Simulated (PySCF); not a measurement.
## Calculated NMR parameters of CC(C)C(=O)c1ccccc1

```yaml
Formula: C10H12O
SMILES: CC(C)C(=O)c1ccccc1
Point_group_of_the_computed_structure: C1
Degrees_of_unsaturation: 5
Carbon_signals: 7
Proton_signals: 5
```

Numbering as in the mapped SMILES `[CH3:1][CH:2]([CH3:3])[C:4](=[O:5])[c:6]1[cH:7][cH:8][cH:9][cH:10][cH:11]1`; H(Xn) means a hydrogen on atom n.

PySCF 2.14.0 with density-fitted response routines calculation with structure optimised with GFN2-xTB and shielding tensors at PBE0/pcSseg-1 (GIAO); no solvent model, one averaged value for each set of equivalent atoms, relativity neglected, a single conformation.

Scale: ¹H and ¹³C vs TMS; ¹⁷O against H2O (reference shieldings calculated alike).

```tsv
carbon	δC, type	δH (multiplicity)	HMBC from (2–3 bonds)	span of the C tensor (ppm)
C1/C3	21.6, CH3	1.29 (d)	H(C2), H(C1)/H(C3)	34
C2	39.1, CH	3.40 (sept)	H(C1)/H(C3)	33
C4	208.0, C	–	H(C7)/H(C11), H(C2), H(C1)/H(C3)	208
C6	139.0, C	–	H(C7)/H(C11), H(C8)/H(C10), H(C2)	210
C7/C11	135.6, CH	8.47 (d)	H(C7)/H(C11), H(C9), H(C8)/H(C10)	234
C8/C10	134.0, CH	7.79 (m)	H(C7)/H(C11), H(C9), H(C8)/H(C10)	235
C9	138.9, CH	7.83 (m)	H(C7)/H(C11), H(C8)/H(C10)	242
```

Other nuclei:
```tsv
atoms	nucleus	environment	δ (ppm)	σ (ppm)
O5	¹⁷O	ketone oxygen	621.2	-285.1
```

Carbon types of the structure: 2 × C, 6 × CH, 2 × CH3, which accounts for all hydrogens. δC 208.0: ketone carbonyl carbon; low-lying n→π* states of the double bond to the heteroatom give a large paramagnetic term (-270 ppm). δC 139.0: substituted aromatic carbon. δC 138.9, 135.6, 134.0: aromatic CH; the aromatic region. δC 39.1: sp3 CH α to a carbonyl; the adjacent C=O deshields it moderately. δH 8.47, 7.83, 7.79: hydrogen on an aromatic CH.

Shifts are as computed. Against solution values, carbons near 30 ppm lie about +3 ppm off and those near 130 ppm about +5 ppm. Of 1211 compounds with measured shifts, 218 miss one by over three times the rms of a fit or turn the order of signals round; such compounds aren't used in these exercises. Unscaled 17O shifts of doubly bonded oxygen tend to come out too high, by tens of ppm or more. Experimental scales use liquid or dissolved standards, which lie at an offset from isolated H2O (liquid H2O: subtract about 36 ppm). No couplings were computed; multiplicities are counted from neighbouring protons, with m where these are inequivalent, close in shift, in a saturated or five-membered ring or joined by F or P, and br s for small geminal =CH2 splittings.
